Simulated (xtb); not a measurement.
C₂H₅OS (SMILES [CH2]S(C)=O), doublet, geometry from GFN2-xTB; GFN1-xTB in xtb.

Here is a job for xtb.
```
$ xtb mol.xyz --gfn 1 --uhf 1 --opt --json

# file mol.xyz
9

C      1.16525674    -0.54297502     0.90922291
S      0.14934259    -0.10289399    -0.41483636
C     -1.50488595    -0.46057734     0.37933940
O      0.22105396     1.34343173    -0.60477129
H      1.27605910    -1.59816656     1.08077406
H      2.01109037     0.08626435     1.11641323
H     -1.61679546     0.18611660     1.24121374
H     -1.51950128    -1.50492909     0.66386570
H     -2.27099045    -0.24912121    -0.35808836
```

It wrote (shortened):

```
   ID    Z sym.   atoms
    1    6 C      1, 3
    2   16 S      2
    3    8 O      4
    4    1 H      5-9

           -------------------------------------------------
          |                Calculation Setup                |
           -------------------------------------------------

           -------------------------------------------------
          |                 G F N 1 - x T B                 |
           -------------------------------------------------

          ...................................................
          :                      SETUP                      :
          :.................................................:
          :  # basis functions                  32          :
          :  # atomic orbitals                  31          :
          :  # shells                           19          :
          :  # electrons                        25          :
          :  # halogen bonds                     0          :
          :  max. iterations                   250          :
          :  Hamiltonian                  GFN1-xTB          :
          :  restarted?                      false          :
          :  GBSA solvation                  false          :
          :  PC potential                    false          :
          :  electronic temp.          300.0000000     K    :
          :  accuracy                    1.0000000          :
          :  -> integral cutoff          0.2500000E+02      :
          :  -> integral neglect         0.1000000E-07      :
          :  -> SCF convergence          0.1000000E-05 Eh   :
          :  -> wf. convergence          0.2000000E-04 e    :
          :  Broyden damping             0.4000000          :
          :  net charge                          0          :
          :  unpaired electrons                  1          :
          ...................................................

 iter      E             dE          RMSdq      gap      omega  full diag
   1    -15.2800787 -0.152801E+02  0.740E+00    4.56       0.0  T
   2    -15.2996194 -0.195407E-01  0.413E+00    4.03       1.0  T
   3    -15.2207538  0.788656E-01  0.296E+00    5.33       1.0  T
   4    -15.3173793 -0.966255E-01  0.297E-01    4.32       1.0  T
   5    -15.3181002 -0.720815E-03  0.147E-01    4.50       1.0  T
   6    -15.3182405 -0.140292E-03  0.224E-02    4.44       1.5  T
   7    -15.3182430 -0.258874E-05  0.732E-03    4.44       4.6  T
   8    -15.3182428  0.227778E-06  0.407E-03    4.44       8.2  T
   9    -15.3182431 -0.291628E-06  0.796E-04    4.44      41.9  T
  10    -15.3182431 -0.108981E-07  0.532E-05    4.44     627.0  T
  11    -15.3182431 -0.368185E-10  0.140E-05    4.44    2376.6  T

   *** convergence criteria satisfied after 11 iterations ***

         :::::::::::::::::::::::::::::::::::::::::::::::::::::
         ::                     SUMMARY                     ::
         :::::::::::::::::::::::::::::::::::::::::::::::::::::
         :: total energy             -15.189482704935 Eh    ::
         :: gradient norm              0.036946407886 Eh/a0 ::
         :: HOMO-LUMO gap              4.440770685569 eV    ::
         ::.................................................::
         :: SCC energy               -15.318243118397 Eh    ::
         :: -> electrostatic           0.044410793967 Eh    ::
         :: repulsion energy           0.131487666289 Eh    ::
         :: dispersion energy         -0.002727252827 Eh    ::
         :: halogen bond corr.         0.000000000000 Eh    ::
         :: add. restraining           0.000000000000 Eh    ::
         :: total charge               0.000000000000 e     ::
         :::::::::::::::::::::::::::::::::::::::::::::::::::::

      -----------------------------------------------------------
     |                   =====================                   |
     |                        A N C O P T                        |
     |                   =====================                   |
     |               Approximate Normal Coordinate               |
     |                Rational Function Optimizer                |
      -----------------------------------------------------------
      -----------------------------------------------------------
     |                   =====================                   |
     |                        A N C O P T                        |
     |                   =====================                   |
     |               Approximate Normal Coordinate               |
     |                Rational Function Optimizer                |
      -----------------------------------------------------------

          ...................................................
          :                      SETUP                      :
          :.................................................:
          :   optimization level            normal          :
          :   max. optcycles                   200          :
          :   ANC micro-cycles                  20          :
          :   degrees of freedom                21          :
          :.................................................:
          :   RF solver                   davidson          :
          :   write xtbopt.log                true          :
          :   linear?                        false          :
          :   energy convergence         0.5000000E-05 Eh   :
          :   grad. convergence          0.1000000E-02 Eh/α :
          :   maxmium RF displ.          1.0000000          :
          :   Hlow (freq-cutoff)         0.1000000E-01      :
          :   Hmax (freq-cutoff)         5.0000000          :
          :   S6 in model hess.         20.0000000          :
          ...................................................

generating ANC from exact Hessian ...
Using Lindh-Hessian (1995)
 Shifting diagonal of input Hessian by    2.1489889826951918E-003
 Lowest  eigenvalues of input Hessian
[...]
 * total energy  :   -15.1894827 Eh     change       -0.2994938E-11 Eh
 * total energy  :   -15.1902005 Eh     change       -0.7178050E-03 Eh
 * total energy  :   -15.1904756 Eh     change       -0.2750700E-03 Eh
 * total energy  :   -15.1904870 Eh     change       -0.1144127E-04 Eh
 * total energy  :   -15.1904921 Eh     change       -0.5088963E-05 Eh
 * total energy  :   -15.1904954 Eh     change       -0.3262036E-05 Eh
   *** GEOMETRY OPTIMIZATION CONVERGED AFTER 6 ITERATIONS ***
[...]
          :  -> wf. convergence          0.2000000E-04 e    :
          :  Broyden damping             0.4000000          :
          :  net charge                          0          :
          :  unpaired electrons                  1          :
          ...................................................

 iter      E             dE          RMSdq      gap      omega  full diag
   1    -15.3166597 -0.153167E+02  0.738E-07    4.35       0.0  T
   2    -15.3166597 -0.195399E-13  0.361E-07    4.35   92214.0  T
   3    -15.3166597  0.888178E-14  0.278E-07    4.35  100000.0  T

   *** convergence criteria satisfied after 3 iterations ***

         :::::::::::::::::::::::::::::::::::::::::::::::::::::
         ::                     SUMMARY                     ::
         :::::::::::::::::::::::::::::::::::::::::::::::::::::
         :: total energy             -15.190495372124 Eh    ::
         :: gradient norm              0.000516388627 Eh/a0 ::
         :: HOMO-LUMO gap              4.345287865063 eV    ::
         ::.................................................::
         :: SCC energy               -15.316659717855 Eh    ::
         :: -> electrostatic           0.047812470082 Eh    ::
         :: repulsion energy           0.128891983694 Eh    ::
         :: dispersion energy         -0.002727637963 Eh    ::
         :: halogen bond corr.         0.000000000000 Eh    ::
         :: add. restraining           0.000000000000 Eh    ::
         :: total charge              -0.000000000000 e     ::
         :::::::::::::::::::::::::::::::::::::::::::::::::::::

           -------------------------------------------------
          |                Property Printout                |
           -------------------------------------------------

    * Orbital Energies and Occupations

         #    Occupation            Energy/Eh            Energy/eV
      -------------------------------------------------------------
         1        2.0000           -0.9615208             -26.1643
         2        2.0000           -0.7358701             -20.0240
         3        2.0000           -0.6655412             -18.1103
         4        2.0000           -0.6406227             -17.4322
         5        2.0000           -0.5821654             -15.8415
         6        2.0000           -0.5792384             -15.7619
         7        2.0000           -0.5720841             -15.5672
         8        2.0000           -0.5443850             -14.8135
         9        2.0000           -0.5403141             -14.7027
        10        2.0000           -0.5240770             -14.2609
        11        2.0000           -0.4713571             -12.8263
        12        2.0000           -0.4513192             -12.2810
        13        1.0000           -0.3825033             -10.4084 (HOMO)
        14                         -0.2228169              -6.0632 (LUMO)
        15                         -0.2011721              -5.4742
        16                         -0.1454943              -3.9591
        17                         -0.1232085              -3.3527
        18                         -0.1103557              -3.0029
        19                         -0.0908735              -2.4728
        20                         -0.0811468              -2.2081
        21                         -0.0750091              -2.0411
        22                         -0.0532016              -1.4477
        23                         -0.0277365              -0.7547
        24                         -0.0021457              -0.0584
       ...                                ...                  ...
        31                          0.7931932              21.5839
      -------------------------------------------------------------
                  HL-Gap            0.1596864 Eh            4.3453 eV
             Fermi-level           -0.3597857 Eh           -9.7903 eV

  Mulliken/CM5 charges         n(s)   n(p)   n(d)
     1C    -0.05779 -0.14196   1.081  2.977  0.000
     2S     0.28523  0.27569   1.859  3.399  0.457
     3C    -0.03447 -0.16840   1.030  3.004  0.000
     4O    -0.46475 -0.51120   1.734  4.731  0.000
     5H     0.04086  0.09540   0.959  0.000  0.000
     6H     0.06843  0.12438   0.932  0.000  0.000
     7H     0.06238  0.11740   0.938  0.000  0.000
     8H     0.04068  0.09455   0.959  0.000  0.000
     9H     0.05943  0.11415   0.941  0.000  0.000

Wiberg/Mayer (AO) data.
largest (>0.10) Wiberg bond orders for each atom

 ---------------------------------------------------------------------------
     #   Z sym  total        # sym  WBO       # sym  WBO       # sym  WBO
 ---------------------------------------------------------------------------
     1   6 C    3.401 --     2 S    1.194     5 H    0.984     6 H    0.979
                             4 O    0.133
     2  16 S    3.778 --     4 O    1.718     1 C    1.194     3 C    0.842
     3   6 C    3.968 --     8 H    0.987     7 H    0.984     9 H    0.984
                             2 S    0.842
     4   8 O    1.962 --     2 S    1.718     1 C    0.133
     5   1 H    1.004 --     1 C    0.984
     6   1 H    1.001 --     1 C    0.979
     7   1 H    1.003 --     3 C    0.984
     8   1 H    1.006 --     3 C    0.987
     9   1 H    1.006 --     3 C    0.984
 ---------------------------------------------------------------------------

Topologies differ in total number of bonds
Writing topology from bond orders to xtbtopo.mol

 dipole moment from electron density (au)
     X       Y       Z
  -0.3019  -1.6840   0.5618  total (Debye):    4.577

optimized geometry written to: xtbopt.xyz

           -------------------------------------------------
          | TOTAL ENERGY              -15.190495372124 Eh   |
          | GRADIENT NORM               0.000516388627 Eh/α |
          | HOMO-LUMO GAP               4.345287865063 eV   |
           -------------------------------------------------

normal termination of xtb
```
